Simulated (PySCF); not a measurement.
Constitutional and geometric isomers with formula H5NSi2. All species are isolated molecules in the gas phase. Strings in code marks are SMILES.

The numbers are results of TPSSh-D3(BJ)/def2-TZVP // CAM-B3LYP-D3(BJ)/def2-TZVP in PySCF, not measurements. Excitations are Tamm–Dancoff values on a coarser integration grid. The basis has no diffuse functions, so Rydberg states are missing or too high.

```tsv
species	T1 excitation (TDA) (eV)	HOMO–LUMO gap (eV)	HOMO (eV)
`N[SiH]=[SiH2]`	1.76	3.21	-5.25
`[H]/N=[SiH]\[SiH3]`	2.99	4.19	-6.52
`[SiH2]=N[SiH3]`	[?]	[?]	-6.57
```

What belongs in the gaps?


- `[SiH2]=N[SiH3]`, T1 excitation (TDA) (eV): 3.16
- `[SiH2]=N[SiH3]`, HOMO–LUMO gap (eV): 4.14
